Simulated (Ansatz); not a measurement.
`C=CB(C)[SiH3]` → `BC(=C)[SiH2]C`  (isomerisation)

Isolated molecules relaxed with PBE0-D4/def2-TZVP in Ansatz; ΔE leaves out vibrations. CCSD(T)/CBS is the MP2 limit (def2-TZVPP, def2-QZVPP) plus CCSD(T) − MP2 in def2-TZVPP, frozen cores. DFT in def2-TZVPP. B3LYP here is the variant with VWN-RPA as its local correlation; programs differ in this. One conformer a species, not always the lowest.

**Question.** Is it downhill or uphill in electronic energy at CCSD(T)/CBS, and by how much? (An estimate is asked.)

**Answer.** The calculation gave: Downhill: ΔE = -3.3 kcal/mol.

**Question.** What do these levels give: B3LYP-D4, ωB97M-V, B2PLYP, PBE, PBE0, B3LYP, MP2/def2-TZVPP, CCSD/def2-TZVPP, HF/def2-QZVPP, MP2/def2-QZVPP, SCS-MP2/def2-QZVPP, CCSD/CBS(def2)? (Estimate.)

**Answer.** Ansatz gave: B3LYP-D4 -2.4, ωB97M-V -3.7, B2PLYP -3.3, PBE 0.6, PBE0 -0.7, B3LYP -2.0, MP2/def2-TZVPP -5.0, CCSD/def2-TZVPP -3.2, HF/def2-QZVPP -5.7, MP2/def2-QZVPP -5.3, SCS-MP2/def2-QZVPP -5.3, CCSD/CBS(def2) -3.5 kcal/mol.

Largest T1 diagnostic among the species: 0.012.

From PBE to PBE0 (25 % exact exchange), in def2-TZVPP and without D4, ΔE moves by −1.3 kcal/mol.
